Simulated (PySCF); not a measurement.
**Nonlinear optical response: `Oc1cc[o+]c(B(F)F)c1`, [C5H4BF2O2]+, charge +1**

Geometry:
| atom | x (Å) | y (Å) | z (Å) |
| --- | --- | --- | --- |
| O1 | -2.404 | -1.155 | 0.221 |
| C2 | -1.353 | -0.402 | 0.115 |
| C3 | -1.521 | 1.004 | 0.072 |
| C4 | -0.411 | 1.791 | -0.040 |
| O5 | 0.808 | 1.307 | -0.112 |
| C6 | 1.025 | -0.003 | -0.077 |
| B7 | 2.553 | -0.489 | -0.173 |
| F8 | 3.528 | 0.352 | -0.278 |
| F9 | 2.810 | -1.762 | -0.142 |
| C10 | -0.024 | -0.886 | 0.036 |
| H11 | -2.235 | -2.112 | 0.246 |
| H12 | -2.513 | 1.425 | 0.128 |
| H13 | -0.448 | 2.874 | -0.080 |
| H14 | 0.186 | -1.945 | 0.062 |

Total charge +1.

The calculation used quadratic response KT2/def2-SVPD first hyperpolarisability, Taylor convention, gas phase (PySCF 2.14.0). Geometry: GFN2-xTB.

Problem. What is the first hyperpolarisability, and how does it disperse?

Solution. In au, Taylor convention; the vector part is βᵢ = ⅓ Σⱼ (βᵢⱼⱼ + βⱼᵢⱼ + βⱼⱼᵢ):
| process | λ (nm) | β vector norm | β HRS | depolarisation ratio |
| --- | --- | --- | --- | --- |
| static β(0;0,0) | ∞ | 105.1 | 46.3 | 4.16 |
| second harmonic β(−2ω;ω,ω) | 532 | 836.6 | 418.7 | 2.63 |
| Pockels β(−ω;ω,0) | 532 | 167.3 | – | – |

Problem. Which lowest excitations and polarisabilities go with it?

Solution. S1 4.99 eV (f = 0.056); S2 5.29 eV (f = 0.135); S3 5.42 eV (f = 0.002); isotropic α 75.1 au static, 79.3 au at 532 nm, 116.5 au at 266 nm.
